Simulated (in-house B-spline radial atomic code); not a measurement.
Spin-orbit splittings of orbital energies (j = l + 1/2 less j = l - 1/2) and ratios of mean radii (lower j over upper j) along the 61-electron series, configuration [Kr] 4d10 4f13 5s2. Computed with a B-spline radial code for spherical atoms: Dirac-Hartree-Fock, average of the configuration, finite nuclei.

| ion | Z | splitting of 4p (eV) | radius ratio of 4p | splitting of 4d (eV) | radius ratio of 4d | splitting of 3p (eV) | radius ratio of 3p |
| --- | --- | --- | --- | --- | --- | --- | --- |
| Ta12+ | 73 | 65.107 | 0.93867 | 12.223 | 0.97942 | 278.53 | 0.93111 |
| W13+ | 74 | 70.234 | 0.93725 | 13.23 | 0.97913 | 297.84 | 0.92904 |
| Re14+ | 75 | 75.711 | 0.9358 | 14.306 | 0.97883 | 318.26 | 0.92694 |
| Os15+ | 76 | 81.554 | 0.93433 | 15.452 | 0.97852 | 339.82 | 0.92479 |
| Ir16+ | 77 | 87.782 | 0.93283 | 16.672 | 0.97819 | 362.59 | 0.92259 |
| Pt17+ | 78 | 94.414 | 0.9313 | 17.967 | 0.97786 | 386.62 | 0.92036 |
| Au18+ | 79 | 101.47 | 0.92974 | 19.341 | 0.97751 | 411.98 | 0.91808 |
| Hg19+ | 80 | 108.97 | 0.92814 | 20.796 | 0.97715 | 438.72 | 0.91576 |
| Tl20+ | 81 | 116.93 | 0.92651 | 22.336 | 0.97678 | 466.91 | 0.91339 |
| Pb21+ | 82 | 125.39 | 0.92483 | 23.963 | 0.9764 | 496.63 | 0.91097 |
| Bi22+ | 83 | 134.36 | 0.92312 | 25.681 | 0.976 | 527.95 | 0.9085 |

Q: With what power of Z does the column «splitting of 4d (eV)» change over this range?

A: A fit of the logarithm of its size against log Z from Z = 73 to 83 has slope 5.79. An unscreened hydrogenic electron would give 4 at low Z; screening makes the apparent power larger near the neutral end, and relativity raises it again at high Z.
